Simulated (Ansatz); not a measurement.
Computed with Ansatz on PBE0-D4/def2-TZVP structures; ΔE is electronic, products minus reactants. CCSD(T)/CBS is the MP2 limit (def2-TZVPP, def2-QZVPP) plus CCSD(T) − MP2 in def2-TZVPP, frozen cores. This one scheme is used for every species. DFT in def2-TZVPP. B3LYP here is the variant with VWN-RPA as its local correlation; programs differ in this. For Ga outer-core shells are correlated without core-valence functions, which leaves a few kJ/mol of doubt a bond. Scalar relativity is left out up to krypton. Each species was taken in one conformer, which may not be the lowest.

`C[O][Ga]([SH])[Cl]` + H₂O → `[OH][Ga]([SH])[Cl]` + CH₃OH  (formal hydrolysis of a Ga–O bond)

| level | ΔE (kJ/mol) | difference from CCSD(T)/CBS |
| --- | --- | --- |
| PBE-D4 | -2.4 | -3.6 |
| r2SCAN-D4 | -3.0 | -4.2 |
| PBE0-D4 | -2.9 | -4.1 |
| B3LYP-D4 | -1.0 | -2.2 |
| B2PLYP | -3.9 | -5.1 |
| PBE | -6.1 | -7.3 |
| r2SCAN | -4.2 | -5.4 |
| B3LYP | -6.8 | -8.0 |
| HF/def2-TZVPP | -8.3 | -9.5 |
| MP2/def2-TZVPP | 0.3 | -0.9 |
| SCS-MP2/def2-TZVPP | -1.7 | -2.9 |
| CCSD(T)/def2-TZVPP | -0.5 | -1.7 |
| MP2/def2-QZVPP | 1.4 | 0.2 |
| SCS-MP2/def2-QZVPP | -0.7 | -1.9 |
| MP2/CBS(def2) | 2.0 | 0.8 |
| CCSD/CBS(def2) | -0.2 | -1.4 |
| CCSD(T)/CBS | 1.2 | 0 |

Largest T1 diagnostic among the species: 0.013.

The D4 term adds +5.8 kJ/mol with B3LYP and +3.3 kJ/mol with PBE0; it sums over pairs of atoms, weighted by their polarisabilities, and B3LYP, whose exchange is more repulsive, gets the larger term. In def2-TZVPP, CCSD(T) changes the Hartree–Fock value by +7.8 kJ/mol (the triples alone add +1.4 kJ/mol) and MP2 by +8.6 kJ/mol.

CCSD(T)/CBS has its own doubt, a few kJ/mol and more with outer-core shells, so smaller differences from it don't rank the levels.
